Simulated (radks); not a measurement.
The numbers below are computed, except where a source is named.
Problem. The mean radii <r> (bohr) of the occupied orbitals of an atom or ion are listed with their occupations. Level of theory: Dirac Kohn-Sham, relativistic LDA (MacDonald-Vosko exchange, VWN5 correlation), spin-unpolarised, spherical densities, finite nucleus; Fermi nuclear charge, rms radius of each element as measured or else 0.836 A^(1/3) + 0.57 fm (a radial shooting solver on a logarithmic mesh with Libxc functionals).

orbital  occ.      <r>
1s1/2       2  0.01723
2s1/2       2  0.07182
2p1/2       2  0.05912
2p3/2       4  0.06745
3s1/2       2   0.1834
3p1/2       2   0.1732
3p3/2       4   0.1873
3d3/2       4   0.1624
3d5/2       6   0.1667

Name the element and its charge. Open shells, if any, fill j = l - 1/2 first.

Solution. Z = 78, platinum, charge +50: Pt50+ in [Ar] 3d10. The 1s radius gives Z: for a bare nucleus <r> = (2 gamma + 1)/(2Z) with gamma = sqrt(1 - (Z/c)^2), 0.01695 bohr for Z = 78, and screening makes it slightly larger (0.01723 here). The occupations add up to 28, and the charge is Z minus that.
